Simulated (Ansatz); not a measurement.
`[Ag][Ag]` + HBr → `[Br][Ag]` + `[AgH]` at 700 K and 1 bar (cleavage of the Ag–Ag bond).

Calculated with Ansatz (gas phase, PBE0-D4/def2-TZVP geometries, no zero-point term in ΔE). CCSD(T)/CBS adds triple-zeta CCSD(T) − MP2 to the extrapolated MP2 energy (def2 sets, frozen cores). Elements past krypton have def2 core potentials. For Ag, Br outer-core shells are correlated without core-valence functions, which leaves a few kJ/mol of doubt a bond. Scalar relativity is left out up to krypton.

```csv
species,CCSD(T)/CBS energy (Eh),H − E (kJ/mol),S (J/(mol·K))
`[Ag][Ag]`,-293.86984,26.3,289.6
HBr,-2573.91920,36.5,223.7
`[Br][Ag]`,-2720.28144,26.3,288.8
`[AgH]`,-147.49153,31.6,230.4
```

H − E and S are ideal-gas, rigid-rotor, harmonic terms from PBE0-D4/def2-TZVP. 1 Eh = 2625.50 kJ/mol, R = 8.31446 J/(mol·K).

Q: By hand: ΔE, ΔH, ΔS and ΔG.

A: ΔE = (-2720.28144) + (-147.49153) − (-293.86984) − (-2573.91920) = 0.01607 Eh = 42.2 kJ/mol. Δ(H − E) = 26.3 + 31.6 − 26.3 − 36.5 = -4.9, so ΔH = 37.3 kJ/mol. ΔS = 288.8 + 230.4 − 289.6 − 223.7 = 5.9 J/(mol·K). ΔG = 37.3 − 700 × (5.9)/1000 = 33.2 kJ/mol.

Q: By hand: the equilibrium constant, and the temperature at which ΔG would vanish if ΔH and ΔS stayed fixed.

A: log₁₀ K = −ΔG/(RT ln 10) = -2.5. ΔG = 0 at ΔH/ΔS = 6322 K, far beyond where these terms or the molecules hold.

The number of gas molecules stays the same, so ΔS is small and ΔH decides. A doubt of 5 kJ/mol in ΔE shifts log₁₀ K by 0.4 here. These are equilibria of isolated gas molecules and say nothing of rates. Largest T1 diagnostic: 0.026 (customary marks: 0.02 for closed shells, 0.045 for open ones).
